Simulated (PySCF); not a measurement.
# Telling isomers of C2H8FPSi2 apart by NMR

Theory: PBE0/pcSseg-1 with gauge-including orbitals, GFN2-xTB geometry, in PySCF (non-relativistic, one averaged value for each set of equivalent atoms, one conformer, gas phase).

Referencing at the same level of theory: TMS for 1H, 13C. Splittings of carbon signals by F and P are missing where no couplings were computed. Where no couplings were computed, multiplicities follow the n + 1 count of equivalent neighbours, and m marks all less simple cases (inequivalent or close neighbours, rings, F or P nearby). Shifts are as computed. Against solution values, carbons near 30 ppm lie about +3 ppm off and those near 130 ppm about +5 ppm. Of 1211 compounds with measured shifts, 218 miss one by over three times the rms of a fit or turn the order of signals round; such compounds aren't used in these exercises.

(1) Tabulate the signals of `F/C(=C\[SiH3])[SiH2]P`, `C=C[SiH2][Si@H](F)P`, `F/C(=C/[SiH3])[SiH2]P` and their relative energies.

(2) What is the quickest way to tell F/C(=C\[SiH3])[SiH2]P from F/C(=C/[SiH3])[SiH2]P?

(3) What is the quickest way to tell C=C[SiH2][Si@H](F)P from F/C(=C/[SiH3])[SiH2]P?

(4) What is the quickest way to tell F/C(=C\[SiH3])[SiH2]P from C=C[SiH2][Si@H](F)P?

Answers

(1) 
```json
{"SMILES": "F/C(=C\\[SiH3])[SiH2]P", "carbon types": "1×C 1×CH", "δC": "187.0, 121.4", "δH": "5.59 (m, 1H), 4.75 (m, 2H), 4.23 (d, 3H), 1.10 (m, 2H)", "E rel. (kcal/mol)": "39.4"}
{"SMILES": "C=C[SiH2][Si@H](F)P", "carbon types": "1×CH 1×CH2", "δC": "147.0, 136.7", "δH": "6.54 (m, 1H), 6.49 (m, 1H), 6.49 (m, 1H), 6.39 (m, 1H), 4.39 (m, 1H), 4.05 (m, 1H), 1.07 (m, 2H)", "E rel. (kcal/mol)": "0.0"}
{"SMILES": "F/C(=C/[SiH3])[SiH2]P", "carbon types": "1×C 1×CH", "δC": "184.3, 116.5", "δH": "6.22 (m, 1H), 4.79 (m, 2H), 4.37 (d, 3H), 1.23 (m, 2H)", "E rel. (kcal/mol)": "41.9"}
```

Energies are electronic energies at PBE0/pcSseg-1 on these geometries, without zero-point or thermal terms, each for the one conformer computed, which needn't be the lowest.

(2) Both give the same number of carbon signals, with the same numbers of each carbon type, so the positions decide. The first has an alkene CH at 121.4 ppm, the second an alkene CH at 116.5 ppm. Their most deshielded carbons lie at 187.0 and 184.3 ppm. In the proton spectra the most deshielded non-exchanging signals are 5.59 (m, 1H) and 6.22 (m, 1H).

(3) Both give the same number of carbon signals, but DEPT or the intensities differ. The first has a terminal =CH2 carbon at 147.0 ppm, the second a fully substituted alkene carbon (C) at 184.3 ppm.

(4) Both give the same number of carbon signals, but DEPT or the intensities differ. The first has a fully substituted alkene carbon (C) at 187.0 ppm, the second a terminal =CH2 carbon at 147.0 ppm. In the proton spectra the most deshielded non-exchanging signals are 5.59 (m, 1H) and 6.54 (m, 1H).
